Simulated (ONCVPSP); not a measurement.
# gallium ONCV: all-electron and pseudo phase curves

```json
{
  "Element": "Ga",
  "Generator": "ONCVPSP 4.0.1",
  "Type": "optimised norm-conserving Vanderbilt (ONCV)",
  "Functional": "PBE",
  "Relativity": "scalar-relativistic",
  "Frozen core": "[Ar] 3d10",
  "Valence charge": "3",
  "Reference configuration": "4s2 4p0.5 (charge +0.5)",
  "Partial waves": "4s: rc 1.90 bohr, ncon 4, nbas 8, qcut 2.8 1/bohr, 3 projectors, debl 0.3 Ha; 4p: rc 2.40 bohr, ncon 3, nbas 7, qcut 3.5 1/bohr, 2 projectors, debl 3.9 Ha",
  "Local potential": "polynomial inside 1.70 bohr (lpopt 1, dvloc0 3 Ha)",
  "Core correction": "Teter function, fcfact 6, rcfact 1.25"
}
```

In the s channel the program set the typed energies aside and used -0.457, 0.250, 0.550 Ha.

The phase is arctan(r·R′/R) of the radial function R(r), unwrapped; energies in Ha, scanned from -2 to 5 Ha. A pole is an energy at which the radial function vanishes at the test radius. The pseudo phase is shifted by a multiple of π to meet the all-electron one at the reference energy, and phase errors are pseudo minus all-electron; the curves can meet again beyond the range given. Levels narrower than the energy grid can be missing from the lists of poles.

Task: For each channel, where are the poles, and over which energies does the pseudopotential scatter like the atom?

Result:

| channel | radius (bohr) | reference energy (Ha) | poles, all-electron | poles, pseudo | unbroken range about the reference energy with phases within 0.05 rad | phase error 1 Ha above the reference energy (rad) |
| --- | --- | --- | --- | --- | --- | --- |
| s | 1.92 | -0.46 | 1.48 | 1.48 | below 4.2 | +0.000 |
| p | 2.44 | -0.21 | 0.84 | 0.83 | below 2.1 | -0.004 |

Note: ghosts flagged at negative energy: s at -181.5 eV; GHOST(+) flagged for s at 208.3 eV. A true bound ghost makes a file unfit for plane-wave use.

Phases in the p channel:

| E (Ha) | all-electron | pseudo |
| --- | --- | --- |
| -1.98 | 1.268 | 1.266 |
| -1.80 | 1.242 | 1.240 |
| -1.62 | 1.210 | 1.208 |
| -1.44 | 1.168 | 1.165 |
| -1.26 | 1.110 | 1.107 |
| -1.08 | 1.026 | 1.024 |
| -0.90 | 0.895 | 0.892 |
| -0.72 | 0.669 | 0.666 |
| -0.54 | 0.257 | 0.254 |
| -0.36 | -0.354 | -0.355 |
| -0.18 | -0.858 | -0.858 |
| 0.00 | -1.143 | -1.143 |
| 0.18 | -1.305 | -1.306 |
| 0.36 | -1.408 | -1.410 |
| 0.54 | -1.481 | -1.484 |
| 0.72 | -1.537 | -1.541 |
| 0.90 | -1.585 | -1.590 |
| 1.08 | -1.629 | -1.635 |
| 1.26 | -1.672 | -1.680 |
| 1.44 | -1.719 | -1.730 |
| 1.62 | -1.775 | -1.790 |
| 1.80 | -1.848 | -1.869 |
| 1.98 | -1.956 | -1.988 |
| 2.16 | -2.137 | -2.193 |
| 2.34 | -2.496 | -2.600 |
| 2.52 | -3.176 | -3.301 |
| 2.70 | -3.828 | -3.886 |
| 2.88 | -4.162 | -4.183 |
| 3.06 | -4.330 | -4.338 |
| 3.24 | -4.428 | -4.431 |
| 3.42 | -4.492 | -4.493 |
| 3.60 | -4.538 | -4.538 |
| 3.78 | -4.572 | -4.572 |
| 3.96 | -4.600 | -4.600 |
| 4.14 | -4.623 | -4.624 |
| 4.32 | -4.642 | -4.644 |
| 4.50 | -4.659 | -4.663 |
| 4.68 | -4.674 | -4.680 |
| 4.86 | -4.688 | -4.697 |
